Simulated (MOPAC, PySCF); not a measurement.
[Zn(CH3)2], neutral singlet in the gas phase. 

Cartesian coordinates (Å):
```xyz
9

Zn     0.0001    -0.0001     0.0000
C      0.8265     1.6708     0.5652
H      1.7270     1.4867     1.1900
H      0.1239     2.2877     1.1659
H      1.1446     2.2813    -0.3072
C     -0.8264    -1.6710    -0.5651
H     -1.7622    -1.4877    -1.1359
H     -1.0866    -2.3097     0.3064
H     -0.1464    -2.2588    -1.2186
```
Charge 0, multiplicity 1.

All levels are single points at this geometry (BP86-D3(BJ)/def2-SVP); Pople sets use spherical d functions. Orbital energies aren't observables, and empty levels follow the basis.

TPSSh-D3(BJ)/def2-TZVP in PySCF gives gap (eV) = 6.42.

Task: Estimate the gap (eV) from each of these levels: B3LYP-D3(BJ)/def2-TZVP in PySCF; B3LYP/LANL2DZ in PySCF; PBE/6-31G* (LANL2DZ on Zn) in PySCF; AM1 in MOPAC; PM6 in MOPAC.

Result: 
```tsv
level	gap (eV)
B3LYP-D3(BJ)/def2-TZVP in PySCF	6.84
B3LYP/LANL2DZ in PySCF	6.54
PBE/6-31G* (LANL2DZ on Zn) in PySCF	5.14
AM1 in MOPAC	11.33
PM6 in MOPAC	9.56
```
